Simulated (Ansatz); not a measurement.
A nudged elastic band was laid between two geometries of AsH₅OSi (8 atoms, charge 0, multiplicity 1).

Computed with RKS PBE-D4/def2-SVP in Ansatz 0.2.0.

```
movable images  : 7
climbing image  : yes
spring          : 5.0 eV/Å²
optimiser       : quadratic models (default)
start path      : through a guess of the saddle point
force threshold : 0.05 eV/Å
iteration limit : 60
end points      : relaxed
```

First end point:

```xyz
8
Properties=species:S:1:pos:R:3
O -1.197 0.319 -1.510
As -0.507 1.252 -0.071
Si 0.623 -0.671 0.810
H -2.146 0.551 -1.530
H 0.781 1.731 -0.784
H 1.616 -0.248 1.863
H 1.329 -1.427 -0.280
H -0.407 -1.564 1.446
```

Last end point:

```xyz
8
Properties=species:S:1:pos:R:3
O -1.632 0.591 -1.197
As -0.603 1.385 0.101
Si 0.524 -0.627 0.784
H -1.074 0.007 -1.748
H 0.632 1.799 -0.754
H 1.741 -0.337 1.624
H 0.940 -1.403 -0.441
H -0.435 -1.473 1.575
```

**Question.** Which bonds break or form, and what moves?

**Answer.** No bond is made or broken. The dihedral H4–O1–As2–Si3 goes from 132 to -47°.

**Question.** Give the energies along the band, and the barrier.

**Answer.** The forces met the threshold. The highest image is number 5 of 0 to 8, 0.093 eV above the first end and 0.080 eV above the last; the last end lies 0.013 eV above the first. A vibrational analysis at the climbing image gives one clearly imaginary mode, 259i cm⁻¹: a first-order saddle point.

| image | path coordinate (Å) | energy (eV) | dihedral H4–O1–As2–Si3 (°) |
| --- | --- | --- | --- |
| 0 | 0.00 | 0.000 | 132 |
| 1 | 0.25 | 0.004 | 150 |
| 2 | 0.51 | 0.022 | 172 |
| 3 | 0.76 | 0.052 | -166 |
| 4 | 1.02 | 0.080 | -144 |
| 5 | 1.27 | 0.093 | -121 |
| 6 | 1.61 | 0.067 | -90 |
| 7 | 1.96 | 0.025 | -62 |
| 8 | 2.30 | 0.013 | -47 |

**Question.** What is the geometry of the highest image?

**Answer.** 
```xyz
8
Properties=species:S:1:pos:R:3:forces:R:3
O -1.597 0.289 -1.097 0.00 0.00 0.00
As -0.570 1.301 0.067 0.00 0.00 0.00
Si 0.598 -0.656 0.835 0.00 0.00 0.00
H -1.447 0.620 -2.003 0.00 0.00 0.00
H 0.626 1.616 -0.882 0.00 0.00 0.00
H 1.691 -0.282 1.805 0.00 0.00 0.00
H 1.189 -1.412 -0.323 0.00 0.00 0.00
H -0.398 -1.532 1.542 0.00 0.00 0.00
```

**Question.** What are the harmonic wavenumbers there?

**Answer.** 259i, 119, 151, 335, 423, 510, 599, 660, 732, 836, 898, 906, 982, 2035, 2145, 2169, 2181, 3714 cm⁻¹.

Time of the run: 4.7 min on 1 CPU thread of a shared host.
